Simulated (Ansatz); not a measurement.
Reactions of C2H7GeNSi (`N=C=C[SiH2][GeH3]`).

Computed with Ansatz on PBE0-D4/def2-TZVP structures; ΔE is electronic, products minus reactants. CCSD(T)/CBS is the MP2 limit (def2-TZVPP, def2-QZVPP) plus CCSD(T) − MP2 in def2-TZVPP, frozen cores. This one scheme is used for every species. DFT in def2-TZVPP. B3LYP here is the variant with VWN-RPA as its local correlation; programs differ in this. For Br, Ge outer-core shells are correlated without core-valence functions, which leaves a few kJ/mol of doubt a bond. Scalar relativity is left out up to krypton. One conformer a species, not always the lowest.

```csv
reaction,CCSD(T)/CBS(def2) (kJ/mol)
`N=C=C[SiH2][GeH3]` + HBr → `N=C=CBr` + `[SiH3][GeH3]`,97
`N=C=C[SiH2][GeH3]` + CH₃OH → `COC=C=N` + `[SiH3][GeH3]`,122
`N=C=C[SiH2][GeH3]` + `N=CF` → `N=[C](F)[GeH3]` + `N=C=C[SiH3]`,36
`N=C=C[SiH2][GeH3]` + CH₃SH → `CS[SiH2][GeH3]` + `C=C=N`,?
```

Fill in the missing values. (An estimate is asked.)

Computed: `N=C=C[SiH2][GeH3]` + CH₃SH → `CS[SiH2][GeH3]` + `C=C=N`: -35.8 kJ/mol.

Largest T1 diagnostic: 0.015, for `C=C=N`.
